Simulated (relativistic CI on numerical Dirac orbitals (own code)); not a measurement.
Computed by Dirac-Coulomb-Breit CI, orbitals from a KLI potential per configuration, QED by a radiative potential, unscaled Slater integrals (own radial code, finite nucleus).

The strongest absorption lines from the ground level of an ion, among the configurations computed and to levels below about 10900 eV (vacuum wavelength in nm, gf): 0.13237 (0.8), 0.13247 (1.3), 0.13252 (2.1), 0.13310 (0.69), 0.13314 (0.54), 0.13452 (0.87), 0.14846 (4.2), 0.14874 (1.4).

Task: Which ion is it?
A. Re LXVIII
B. Hg LXXIII
C. Nd LIII
D. Yb LXIII

Result: D. Yb LXIII has 8 electrons and the ground level 2s²2p⁴ ³P2; the strongest line goes to 2s²2p³3d ³D°3. The pattern of lines fixes the number of electrons, and along that sequence the line energies rise steadily with the charge (about as its square where n changes within one kind of shell, about linearly where n is kept but much faster in heavy ions where fine structure, which grows about as Z⁴, sets the gap, and irregularly where shells cross), which fixes Z. Configurations outside the model, such as inner-shell arrays, can give stronger lines. At this charge energies of transitions that change n are usually good to better than 1 %, and those within a shell (Δn = 0) to a few per cent.

LS names give the leading component of a level, which can be under half, so a name can repeat, a term be missing and a line seem to break the LS rules.
